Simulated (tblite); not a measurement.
C4H7BCl2S.
SMILES with atom numbers: `[CH3:1][CH2:2]/[CH:3]=[CH:4]/[S:5][B:6]([Cl:7])[Cl:8]` (hydrogens: H9, H10, H11 on C1; H12, H13 on C2; H14 on C3; H15 on C4)

Computed with GFN2-xTB (tblite), gas phase: L-BFGS steps from a force-field or distance-geometry start until the largest atomic force falls under 0.01 eV/Å.

Step 16: E = -700.9759 eV
```
atom  x, y, z in Å  |  force x, y, z in eV/Å
C1     -2.4482    0.7414   -0.5483    0.106  -0.014  -0.083
C2     -1.6083   -0.3265    0.1817   -0.074   0.156  -0.039
C3     -0.3579   -0.6855   -0.5807   -0.150  -0.042   0.031
C4      0.8774   -0.4624   -0.1555   -0.143   0.097   0.041
S5      2.3836   -1.1111   -0.8719   -0.201  -0.094  -0.076
B6      3.6444    0.0225   -0.2398   -0.068  -0.073   0.112
Cl7     3.2601    1.6709    0.1058   -0.019   0.084   0.094
Cl8     5.2426   -0.5491    0.0922   -0.019   0.027  -0.185
H9     -1.7800    1.4858   -0.9856   -0.144   0.000   0.108
H10    -3.0203    0.2841   -1.3589    0.095   0.094   0.114
H11    -3.1490    1.2510    0.1271    0.294  -0.290  -0.180
H12    -1.3659    0.0192    1.1875    0.148   0.075  -0.058
H13    -2.2200   -1.2302    0.2891    0.137   0.053  -0.019
H14    -0.5456   -1.1724   -1.5260    0.144  -0.108  -0.024
H15     1.0827    0.0703    0.7559   -0.104   0.035   0.164
```

Step 17: E = -700.9902 eV
```
atom  x, y, z in Å  |  force x, y, z in eV/Å
C1     -2.4444    0.7417   -0.5534    0.155  -0.118   0.008
C2     -1.6028   -0.3234    0.1774   -0.063   0.116   0.000
C3     -0.3514   -0.6911   -0.5799   -0.163   0.037   0.025
C4      0.8834   -0.4537   -0.1559   -0.299  -0.003   0.070
S5      2.3829   -1.1215   -0.8691   -0.201   0.016   0.004
B6      3.6405    0.0172   -0.2421   -0.016  -0.055   0.124
Cl7     3.2470    1.6640    0.1187    0.006   0.020   0.075
Cl8     5.2482   -0.5458    0.0772   -0.074   0.051  -0.191
H9     -1.7881    1.4959   -0.9789   -0.020   0.060   0.002
H10    -3.0177    0.2854   -1.3575    0.058   0.045  -0.023
H11    -3.1414    1.2385    0.1239    0.126  -0.181  -0.034
H12    -1.3643    0.0285    1.1831    0.159   0.052  -0.084
H13    -2.2172   -1.2261    0.2887    0.156   0.073  -0.021
H14    -0.5448   -1.1800   -1.5239    0.187  -0.102   0.004
H15     1.0658    0.0783    0.7643   -0.011  -0.010   0.041
```

Problem. Estimate the geometry and energy of step 18. (The exact step hangs on the optimiser's Hessian estimate; all steps are aligned on step 17, rigid shifts and turns removed.)

Solution. E = -701.0013 eV, largest force 0.324 eV/Å
```
atom  x, y, z in Å  |  force x, y, z in eV/Å
C1     -2.4389    0.7402   -0.5575    0.139  -0.134   0.042
C2     -1.5999   -0.3195    0.1746   -0.008   0.039   0.023
C3     -0.3507   -0.6944   -0.5790   -0.110   0.071  -0.009
C4      0.8819   -0.4470   -0.1539   -0.303  -0.081   0.083
S5      2.3773   -1.1281   -0.8682   -0.179   0.126   0.088
B6      3.6362    0.0125   -0.2409   -0.015  -0.033   0.107
Cl7     3.2390    1.6611    0.1285    0.024  -0.057   0.058
Cl8     5.2506   -0.5434    0.0636   -0.114   0.060  -0.189
H9     -1.7941    1.5036   -0.9742    0.087   0.106  -0.077
H10    -3.0147    0.2872   -1.3566    0.030  -0.013  -0.141
H11    -3.1326    1.2258    0.1206   -0.041  -0.065   0.108
H12    -1.3595    0.0360    1.1788    0.153   0.044  -0.086
H13    -2.2122   -1.2222    0.2882    0.120   0.058  -0.001
H14    -0.5403   -1.1871   -1.5228    0.184  -0.084   0.036
H15     1.0537    0.0832    0.7716    0.034  -0.037  -0.043
```

The energy changes by -0.0111 eV. The first-order estimate −F·Δx gives -0.0152 eV and the mean of the old and new forces, exact on a quadratic surface, -0.0111 eV. The step makes an angle of 54° with the force vector and moves no atom by more than 0.016 Å.

The cost below is that of the whole relaxation. Hardware: one thread of an Arm Neoverse N1, shared host. Cost: 1.5 s.
